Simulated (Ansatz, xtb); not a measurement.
# AlF2H3OSi: 3 structures ranked

3 gas-phase structures of AlF2H3OSi, found in a search over its isomers (lower ones may exist). Each was relaxed with GFN2-xTB; where two conformers were screened, the lower at r2SCAN-D4/def2-SVP is listed:

A. `[F][AlH][O][SiH2]F`, a singlet
B. `F[SiH](F)[O][AlH2]`, a singlet
C. `[F][Al]([F])[O][SiH3]`, a singlet

Question: Estimate their order in r2SCAN-D4/def2-SVP energy at these geometries, lowest first.

Answer: Calculated order at r2SCAN-D4/def2-SVP: C (0.000), A (0.308), B (0.639) eV.

Energies above the lowest of each column, in eV; the last columns are at PBE0-D3(BJ)/def2-SVP geometries (a dash: not run or not comparable):

```json
{"structure": "C", "GFN2-xTB": "0.173", "HF/STO-3G": "0.000", "r2SCAN-D4/def2-SVP": "0.000", "PBE0-D3(BJ)/def2-SVP": "0.000", "CCSD(T)/def2-SVP + ΔMP2/def2-TZVPP": "0.000"}
{"structure": "A", "GFN2-xTB": "0.000", "HF/STO-3G": "0.533", "r2SCAN-D4/def2-SVP": "0.308", "PBE0-D3(BJ)/def2-SVP": "0.246", "CCSD(T)/def2-SVP + ΔMP2/def2-TZVPP": "0.203"}
{"structure": "B", "GFN2-xTB": "0.773", "HF/STO-3G": "0.952", "r2SCAN-D4/def2-SVP": "0.639", "PBE0-D3(BJ)/def2-SVP": "0.591", "CCSD(T)/def2-SVP + ΔMP2/def2-TZVPP": "–"}
```

CCSD(T)/def2-SVP + ΔMP2/def2-TZVPP puts C lowest of those it was run on; GFN2-xTB picks A. Flexible structures stand in one conformer each, not always the lowest. A keeps a small imaginary mode. Frequencies (PBE0-D3(BJ)/def2-SVP) were run for A, C alone. ΔMP2 is the change of the MP2 energy from the smaller to the larger basis.

Programs: Ansatz 0.2.0, xtb 6.7.1.
